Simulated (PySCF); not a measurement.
A structure optimised at B3LYP-D3(BJ)/def2-TZVP, used in a PySCF frequency run:

```
Si
H 1 1.4818
H 1 1.4818 2 108.76
H 1 1.4818 2 108.76 3 118.31
Cd 1 2.4960 2 110.17 4 120.85
Cl 5 2.3278 2 155.18 1 -180.00
```
Charge 0, spin multiplicity 1.

### Question
Write its SMILES, formula and point group.

### Answer
[SiH3][Cd][Cl], CdClH3Si, C3v

### Question
What are its rotational constants (standard atomic weights)?

### Answer
86.379, 1.2721, 1.2721 GHz
